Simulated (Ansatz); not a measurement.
Consider the substitution at a C–C bond: `CC(C)CO` + `[SiH3]S` → `CC(C)S[SiH3]` + CH₃OH.

Calculated with Ansatz (gas phase, PBE0-D4/def2-TZVP geometries, no zero-point term in ΔE). CCSD(T)/CBS is the MP2 limit (def2-TZVPP, def2-QZVPP) plus CCSD(T) − MP2 in def2-TZVPP, frozen cores. This one scheme is used for every species. DFT in def2-TZVPP. B3LYP here is the variant with VWN-RPA as its local correlation; programs differ in this. One conformer a species, not always the lowest.

`CC(C)CO`:

Z-matrix (Å, degrees):
```
C
C 1 1.521
H 1 1.096 2 110.8
H 1 1.093 2 112.0 3 -121.0
H 1 1.093 2 111.1 3 119.5
C 2 1.521 1 111.1 3 -62.8
C 2 1.522 1 111.5 3 59.9
H 2 1.097 1 108.4 3 177.6
H 6 1.093 2 111.5 1 -178.8
H 6 1.092 2 111.2 1 -58.5
H 6 1.095 2 110.9 1 61.1
O 7 1.411 2 114.1 1 61.4
H 7 1.093 2 109.6 1 179.6
H 7 1.102 2 109.2 1 -63.4
H 12 0.960 7 108.4 2 -67.7
```

`[SiH3]S`:

Cartesian coordinates in Å:
```
Si 0.283 -0.279 0.347
S -0.108 0.792 -1.461
H 0.122 0.587 1.542
H 1.693 -0.722 0.229
H -0.608 -1.459 0.488
H -1.381 1.081 -1.145
```

`CC(C)S[SiH3]`:

```xyz
15

C     0.822    1.082    0.528
C    -0.397    0.186    0.429
C    -1.099    0.031    1.766
S     0.035   -1.504   -0.155
Si    0.471   -1.133   -2.200
H     1.548    0.665    1.230
H     0.529    2.074    0.886
H     1.318    1.205   -0.436
H    -1.103    0.597   -0.299
H    -1.397    1.013    2.145
H    -1.991   -0.591    1.678
H    -0.433   -0.427    2.501
H     0.618   -2.466   -2.834
H     1.723   -0.356   -2.405
H    -0.643   -0.376   -2.835
```

CH₃OH:

```xyz
6

C     0.352    0.054    0.006
O    -0.873   -0.462   -0.461
H     1.132   -0.327   -0.654
H     0.581   -0.274    1.028
H     0.384    1.150   -0.026
H    -1.576   -0.141    0.107
```

Problem. Is it downhill or uphill in electronic energy at CCSD(T)/CBS, and by how much? (Best estimate.)

Solution. Computed: Uphill: ΔE = +4.5 kcal/mol.

Problem. What do these levels give: B3LYP-D4, ωB97X-V, r2SCAN, B3LYP, HF/def2-TZVPP, CCSD/def2-TZVPP, CCSD(T)/def2-TZVPP, HF/def2-QZVPP, SCS-MP2/def2-QZVPP, HF/CBS(def2), MP2/CBS(def2), CCSD/CBS(def2)? (Best estimate.)

Solution. Computed: B3LYP-D4 3.6, ωB97X-V 5.2, r2SCAN 4.9, B3LYP 5.2, HF/def2-TZVPP 6.4, CCSD/def2-TZVPP 6.0, CCSD(T)/def2-TZVPP 5.4, HF/def2-QZVPP 6.4, SCS-MP2/def2-QZVPP 4.0, HF/CBS(def2) 6.3, MP2/CBS(def2) 3.3, CCSD/CBS(def2) 5.1 kcal/mol.

Largest T1 diagnostic among the species: 0.011.

The D4 term adds −1.6 kcal/mol with B3LYP and −0.9 kcal/mol with PBE0; it sums over pairs of atoms, weighted by their polarisabilities, and B3LYP, whose exchange is more repulsive, gets the larger term. In def2-TZVPP, CCSD(T) changes the Hartree–Fock value by −1.0 kcal/mol (the triples alone add −0.6 kcal/mol) and MP2 by −2.2 kcal/mol.
